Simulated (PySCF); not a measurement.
C4H2Cl2O2S.
SMILES with atom numbers: `[O:1]=[S:2]1(=[O:3])[CH:4]=[C:5]([Cl:6])[C:7]([Cl:8])=[CH:9]1` (hydrogens: H10 on C4; H11 on C9)

Geometry (GFN2-xTB, Å), atoms numbered from 1 in this order:
```xyz
11
C4H2Cl2O2S angstrom
O     -2.094   -0.620   -1.204
S     -1.415   -0.226   -0.008
O     -2.190   -0.065    1.185
C     -0.388    1.224   -0.303
C      0.884    0.869   -0.169
Cl     2.232    1.898   -0.354
C      1.110   -0.550    0.171
Cl     2.710   -1.107    0.368
C      0.011   -1.284    0.296
H     -0.786    2.188   -0.543
H     -0.068   -2.325    0.535
```

Theory: TDDFT PBE0/def2-SVPD, vertical, gas phase, core orbitals frozen in the response (PySCF).

Ground-to-excited transition dipoles (e·a0, same axes as the geometry; the sign carries no meaning), for the states with f of 0.002 or more among the lowest 6:

| state | E (hartree) | μx | μy | μz |
| --- | --- | --- | --- | --- |
| S1 | 0.1490 | -0.040 | 0.248 | -0.059 |
| S3 | 0.1867 | 0.986 | 0.158 | 0.003 |
| S6 | 0.2183 | 0.006 | -0.033 | -0.140 |

(1) What oscillator strength does each state have?

(2) Label these states by symmetry in C2v.

(3) What peak molar absorption coefficient would the strongest computed level give as a lone Gaussian band 0.4 eV wide at half height?

Results:

(1) f = (2/3) ΔE |μ|² with ΔE in hartree (27.2114 eV).

| state | \|μ\|² (au) | \|μ\| (D) | f |
| --- | --- | --- | --- |
| S1 | 0.067 | 0.66 | 0.007 |
| S3 | 0.996 | 2.54 | 0.124 |
| S6 | 0.021 | 0.37 | 0.003 |

(2) The ground state is totally symmetric, so the direction of μ fixes the label. Polarised along the twofold axis, so A1: S3. Polarised across the twofold axis, so B1 or B2: S1 and S6. Which of B1 and B2 hangs on the choice of axes; S1 takes one label and S6 the other.

(3) ε(max) = 2.175×10⁸ f / FWHM, with the width in cm⁻¹. S3: 2.175×10⁸ × 0.1240 / 3226 ≈ 8400 L mol⁻¹ cm⁻¹.
